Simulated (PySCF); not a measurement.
This PySCF input asks for the NMR shieldings of Trimethylamine Trimethylborane (SMILES C[B-](C)(C)[N+](C)(C)C); the geometry comes from GFN2-xTB.

```python
import basis_set_exchange as bse
import numpy as np
from pyscf import gto, dft
from pyscf.prop import nmr

atoms = """
C    -1.149470   -0.585480    1.604855
B    -0.852228   -0.024742    0.106075
C    -1.420596    1.489429   -0.077043
C    -1.462540   -1.022426   -1.026100
N     0.858063    0.026715   -0.106216
C     1.391537   -1.323163   -0.278476
C     1.498903    0.633217    1.059054
C     1.202138    0.815645   -1.287559
H    -0.938379    0.136688    2.392669
H    -0.623163   -1.506965    1.856895
H    -2.209292   -0.818576    1.686370
H    -2.457520    1.515080    0.252246
H    -0.902178    2.243148    0.517071
H    -1.423882    1.834136   -1.110454
H    -1.126895   -0.813315   -2.042729
H    -2.544949   -0.910633   -1.042722
H    -1.271199   -2.076779   -0.829482
H     1.012749   -1.754415   -1.200140
H     1.075930   -1.949679    0.551193
H     2.484834   -1.304548   -0.317577
H     1.348337    0.003950    1.930976
H     1.056540    1.606156    1.254294
H     2.572976    0.755903    0.889907
H     2.278442    0.773786   -1.480166
H     0.910224    1.850593   -1.137034
H     0.670571    0.428887   -2.152632
"""
names = dict.fromkeys(["C", "B", "N", "H"], "pcSseg-1")
basis = {el: gto.basis.parse(bse.get_basis(n, elements=[el], fmt="nwchem")) for el, n in names.items()}
mol = gto.M(atom=atoms, basis=basis, charge=0, verbose=0)
mf = dft.RKS(mol, xc="PBE0")
mf.grids.level = 2
mf.grids.alignment = dft.numint.BLKSIZE   # the property module wants whole blocks of grid points
mf.conv_tol = 1e-9
mf.kernel()

calc = nmr.RKS(mf)   # GIAO
C = mf.mo_coeff
Co = C[:, mf.mo_occ > 0]
resp = mf.gen_response(singlet=True, hermi=2)
def vind(x):   # induced exchange potential for any number of trial vectors
    d = np.einsum("pi,xij,qj->xpq", C, 2 * x.reshape(-1, C.shape[1], Co.shape[1]), Co, optimize=True)
    return np.einsum("xpq,pi,qj->xij", resp(d - d.transpose(0, 2, 1)), C, Co, optimize=True).ravel()
mo1, _ = nmr.rhf.solve_mo1(calc, with_cphf=vind)
sigma = calc.kernel(mo1)
for i, s in enumerate(sigma):   # ppm
    w = np.linalg.eigvalsh((s + s.T) / 2)
    print("%2d %-2s iso %8.1f  s11 %8.1f  s22 %8.1f  s33 %8.1f" % (i, mol.atom_pure_symbol(i), w.mean(), *w))
```

Q: What does it print?

A: 
```
 0 C  iso    179.5  s11    173.8  s22    176.3  s33    188.5
 1 B  iso    105.3  s11     92.8  s22     92.8  s33    130.2
 2 C  iso    179.5  s11    173.8  s22    176.3  s33    188.5
 3 C  iso    179.5  s11    173.8  s22    176.3  s33    188.5
 4 N  iso    213.6  s11    206.7  s22    217.0  s33    217.0
 5 C  iso    138.7  s11    114.1  s22    119.8  s33    182.1
 6 C  iso    138.7  s11    114.1  s22    119.8  s33    182.1
 7 C  iso    138.7  s11    114.1  s22    119.8  s33    182.1
 8 H  iso     32.0  s11     28.4  s22     30.2  s33     37.5
 9 H  iso     32.1  s11     28.0  s22     31.0  s33     37.3
10 H  iso     31.9  s11     27.8  s22     29.3  s33     38.8
11 H  iso     31.9  s11     27.8  s22     29.3  s33     38.8
12 H  iso     32.1  s11     28.0  s22     31.0  s33     37.3
13 H  iso     32.0  s11     28.4  s22     30.2  s33     37.5
14 H  iso     32.1  s11     28.0  s22     31.0  s33     37.3
15 H  iso     31.9  s11     27.8  s22     29.3  s33     38.8
16 H  iso     32.0  s11     28.4  s22     30.2  s33     37.5
17 H  iso     29.2  s11     24.0  s22     28.8  s33     34.7
18 H  iso     28.9  s11     23.9  s22     28.1  s33     34.6
19 H  iso     30.1  s11     26.1  s22     27.5  s33     36.6
20 H  iso     29.2  s11     24.0  s22     28.8  s33     34.7
21 H  iso     28.9  s11     23.9  s22     28.1  s33     34.6
22 H  iso     30.1  s11     26.1  s22     27.5  s33     36.6
23 H  iso     30.1  s11     26.1  s22     27.5  s33     36.6
24 H  iso     29.2  s11     24.0  s22     28.8  s33     34.7
25 H  iso     28.9  s11     23.9  s22     28.1  s33     34.6
```

These numbers come from an equivalent density-fitted implementation of the same equations, which agrees with the script to about 0.01 ppm for H and up to a few tenths of a ppm for heavy atoms, so last digits may differ.

Size and cost of the density-fitted run: 226 basis functions, 38 s wall time on 1 thread of an Arm Neoverse V2, shared host.
